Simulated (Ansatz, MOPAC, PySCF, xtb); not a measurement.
Dimer: HCl (SMILES Cl) (first 2 atoms) with ClH3Si (SMILES [SiH3]Cl); geometry from B3LYP-D3(BJ)/def2-TZVP, rigid monomers moved along the line of their centres of mass till H2···Cl4 is 4.43 Å.
(charge 0, multiplicity 1):
```
atom    x (Å)    y (Å)    z (Å)
----  -------  -------  -------
Cl     0.1814   0.4272  -0.0816
H     -0.0892  -0.4557   0.8177
Si    -0.1600   0.2252   5.7420
Cl    -0.6113  -1.6841   5.0446
H     -0.2548   0.1858   7.2132
H     -1.1448   1.1601   5.1708
H      1.2083   0.5546   5.3063
```

Monomers are frozen at their geometry in the pair; levels with a basis set take the counterpoise correction.

Cores are frozen in the correlated methods. CBS(a, b) extrapolates the correlation energy as X⁻³ and adds the Hartree–Fock energy of set b. The state reached by AM1 isn't checked.

Programs: Ansatz (Gaussian basis) for Hartree–Fock, density functionals and correlated methods; MOPAC for AM1 (differences of heats of formation); PySCF for the dispersion terms; xtb for the GFN methods. Each number belongs to the level named beside it.

```
level                                                                 interaction energy (kcal/mol)
--------------------------------------------------------------------  -----------------------------
AM1                                                                                           -0.23
GFN1-xTB                                                                                      -0.27
PBE-D4/def2-TZVPPD                                                                            -0.50
r2SCAN-D4/def2-TZVPPD                                                                         -0.45
B3LYP-D3(BJ)/def2-TZVPPD                                                                      -0.48
PBE0-D3(BJ)/def2-TZVPPD                                                                           …
wB97X-V/def2-TZVPPD                                                                           -0.46
wB97M-V/def2-TZVPPD                                                                           -0.46
MP2/CBS(aug-cc-pV(D+d)Z, aug-cc-pV(T+d)Z) + ΔCCSD(T)/aug-cc-pV(D+d)Z                          -0.46
```

Some entries are withheld; supply them.


- PBE0-D3(BJ)/def2-TZVPPD, interaction energy (kcal/mol): -0.54

Ansatz is a quantum-chemistry and plane-wave program.
